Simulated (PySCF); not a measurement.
## Telling isomers of C6H8FN apart by NMR

Theory: shielding tensors at PBE0/pcSseg-1 (GIAO), geometry from GFN2-xTB, in PySCF (no solvent model, equivalent nuclei averaged, one computed conformer, non-relativistic).

Referencing at the same level of theory: TMS for ¹H (31.72 ppm), ¹³C (186.93 ppm). Splittings of carbon signals by F and P are missing where no couplings were computed. Where no couplings were computed, multiplicities follow the n + 1 count of equivalent neighbours, and m marks all less simple cases (inequivalent or close neighbours, rings, F or P nearby). Shifts are as computed. Against solution values, carbons near 30 ppm lie about +3 ppm off and those near 130 ppm about +5 ppm. Of 1211 compounds with measured shifts, 218 miss one by over three times the rms of a fit or turn the order of signals round; such compounds aren't used in these exercises. OH and NH positions are gas-phase values without hydrogen bonding to other molecules.

(1) Tabulate the signals of `C/C(=C\C#N)CCF`, `C=C=C/C(=C\F)CN` and their relative energies.

(2) What is the quickest way to tell C/C(=C\C#N)CCF from C=C=C/C(=C\F)CN?

Results:

(1) 
```json
{"SMILES": "C/C(=C\\C#N)CCF", "carbon types": "2×C 1×CH 2×CH2 1×CH3", "δC": "168.3, 121.6, 106.3, 82.8, 43.4, 24.1", "δH": "5.34 (s, 1H), 4.66 (m, 2H), 2.36 (m, 2H), 2.29 (s, 3H)", "E rel. (kcal/mol)": "0.0"}
{"SMILES": "C=C=C/C(=C\\F)CN", "carbon types": "2×C 2×CH 2×CH2", "δC": "222.1, 153.5, 127.8, 91.1, 82.6, 46.3", "δH": "6.66 (m, 1H), 6.57 (m, 1H), 5.30 (m, 2H), 3.54 (s, 2H), 0.48 (br s, 2H)", "E rel. (kcal/mol)": "36.3"}
```

Energies are electronic energies at PBE0/pcSseg-1 on these geometries, without zero-point or thermal terms, each for the one conformer computed, which needn't be the lowest.

(2) Both give the same number of carbon signals, but DEPT or the intensities differ. The first has an allylic methyl carbon (CH3) at 24.1 ppm, the second a central carbon of an allene (C) at 222.1 ppm. Their most deshielded carbons lie at 168.3 and 222.1 ppm. In the proton spectra the most deshielded non-exchanging signals are 5.34 (s, 1H) and 6.66 (m, 1H).
